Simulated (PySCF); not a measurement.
SMILES C([SiH2][SiH2]C#C)(F)(F)F (GFN2-xTB optimised geometry):

```
13

C     -3.090     1.353     2.615
C     -2.676     0.377     2.047
Si    -2.018    -1.105     1.157
Si     0.281    -1.198     1.473
C      1.066    -0.194     0.000
F      0.692    -0.684    -1.206
F      2.413    -0.194     0.000
F      0.690     1.105     0.000
H     -3.459     2.205     3.112
H     -2.413    -0.982    -0.252
H     -2.665    -2.284     1.749
H      0.874    -0.533     2.635
H      0.942    -2.498     1.315
```

Level of theory: B3LYP/def2-TZVP (PySCF).

Q: What are the frontier orbital energies and the dipole moment?

A: HOMO-2 -9.16 eV, HOMO-1 -8.29 eV, HOMO -8.10 eV, LUMO -1.21 eV, LUMO+1 -0.90 eV; dipole moment 2.70 D.

Meta-Löwdin charges at B3LYP/def2-TZVP: C1 -0.15, C2 -0.28, Si3 0.44, Si4 0.37, C5 0.58, F6 -0.29, F7 -0.28, F8 -0.28, H9 0.18, H10 -0.07, H11 -0.08, H12 -0.07, H13 -0.07.
